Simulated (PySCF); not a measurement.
## TDDFT excited states: CCl3NSTi

Ti(NCS)Cl3, CCl3NSTi (singlet state).
Geometry (PBE0-D3(BJ)/def2-SVP, Å), atoms numbered from 1 in this order:
```
atom  x, y, z in Å
Ti1    0.0450   -0.0908   -1.0714
N2    -0.0161    0.0904    0.7645
C3    -0.0415    0.1489    1.9716
S4    -0.0808    0.2204    3.5323
Cl5    2.1080   -0.1369   -1.7149
Cl6   -0.9479    1.5969   -1.9807
Cl7   -0.9749   -1.9308   -1.5699
```

Method: TDDFT CAM-B3LYP/def2-SVPD, vertical, gas phase, core orbitals frozen in the response in PySCF 2.14.0, density-fitted response routines. The geometry optimisation had not met its thresholds, so the values belong to a structure short of the stationary point.

| state | λ (nm) | E (eV) | f | main configurations (H = HOMO, L = LUMO) |
| --- | --- | --- | --- | --- |
| S1 | 375.0 | 3.31 | 0.0000 | H-1/H→L (≥48%), H-1/H→L+1 (≥41%) |
| S2 | 361.6 | 3.43 | 0.0019 | H-1/H→L+1 (≥49%), H-1/H→L (≥24%) |
| S3 | 361.5 | 3.43 | 0.0020 | H-1/H→L (≥45%), H-1/H→L+1 (≥26%) |
| S4 | 291.3 | 4.26 | 0.140 | H-1/H→L+1 (≥26%), H-1/H→L (≥25%), H-1/H→L+2 (≥19%) |
| S5 | 282.4 | 4.39 | 0.0000 | H-1/H→L+2 (≥42%), H-1/H→L+3 (≥33%) |
| S6 | 281.6 | 4.40 | 0.0019 | H-2→L (60%), H-1/H→L+3 (≥10%), H-1/H→L+2 (≥8%) |
| S7 | 280.7 | 4.42 | 0.0012 | H-2→L+1 (47%), H-1/H→L+2 (≥18%), H-1/H→L+3 (≥13%) |
| S8 | 277.1 | 4.47 | 0.0056 | H-2→L (28%), H-1/H→L+2 (≥27%), H-1/H→L+3 (≥26%) |
| S9 | 276.8 | 4.48 | 0.0064 | H-2→L+1 (42%), H-1/H→L+3 (≥22%), H-1/H→L+2 (≥20%) |
| S10 | 256.1 | 4.84 | 0.213 | H-3→L (28%), H-4→L+1 (24%), H-1/H→L+3 (≥20%) |
| S11 | 253.9 | 4.88 | 0.0000 | H-3→L+1 (43%), H-4→L (39%) |
| S12 | 249.6 | 4.97 | 0.0024 | H-1/H→L+4 (≥28%), H-4→L (22%), H-3→L+1 (18%) |
| S13 | 248.9 | 4.98 | 0.0031 | H-1/H→L+4 (≥40%), H-4→L+1 (20%), H-3→L (14%) |
| S14 | 247.5 | 5.01 | 0.011 | H-1/H→L+4 (≥42%), H-2→L+2 (17%) |
| S15 | 247.3 | 5.01 | 0.0064 | H-1/H→L+4 (≥42%), H-2→L+3 (13%) |

Triplets, Tamm–Dancoff:

```json
{"state": "T1", "E (eV)": "3.04", "λ (nm)": "408.1", "main configurations (H = HOMO, L = LUMO)": "H-1/H→L+1 (≥44%), H-1/H→L (≥41%)"}
{"state": "T2", "E (eV)": "3.17", "λ (nm)": "391.3", "main configurations (H = HOMO, L = LUMO)": "H-1/H→L (≥38%), H-1/H→L+1 (≥37%)"}
{"state": "T3", "E (eV)": "3.17", "λ (nm)": "391.2", "main configurations (H = HOMO, L = LUMO)": "H-1/H→L (≥48%), H-1/H→L+1 (≥36%)"}
{"state": "T4", "E (eV)": "3.34", "λ (nm)": "371.5", "main configurations (H = HOMO, L = LUMO)": "H-1/H→L+1 (≥47%), H-1/H→L (≥42%)"}
```

The lowest singlet comes at 375 nm (319 kJ/mol) in the ultraviolet; it is dark (f under 0.0005); its leading configuration is HOMO-1/HOMO→LUMO (≥48%). The strongest level in the table is S10 at 4.84 eV (256 nm, f = 0.213). S2/S3, S8/S9 and S14/S15 lie within about 0.01 eV of each other in each set. For S1 the Löwdin share of titanium is at most 6% in HOMO and 67% in LUMO (ligand-to-metal charge transfer by this measure). Weighted by f, the mean energy of these states is 4.61 eV. Of the 15 states listed, 3 reach f = 0.01 and 3 stay under 0.0005. The oscillator strengths of these states sum to 0.395; summed over the whole spectrum of an exact calculation they would give the number of electrons, 102 (Thomas–Reiche–Kuhn). No computed singlet lies in the visible range (380 to 750 nm); the lowest, at 375 nm, stands 0.04 eV above its violet end (3.26 eV); a Tamm–Dancoff triplet lies at 408 nm, without intensity as long as spin–orbit coupling is left out. Orbitals of the list HOMO-3 to LUMO+2 that lie within 0.01 eV of each other are written together with a slash and their weights summed (≥ marks a lower bound); for degenerate orbitals outside that list single weights are arbitrary. Only the lowest 15 singlets were computed, as vertical energies without vibronic structure.
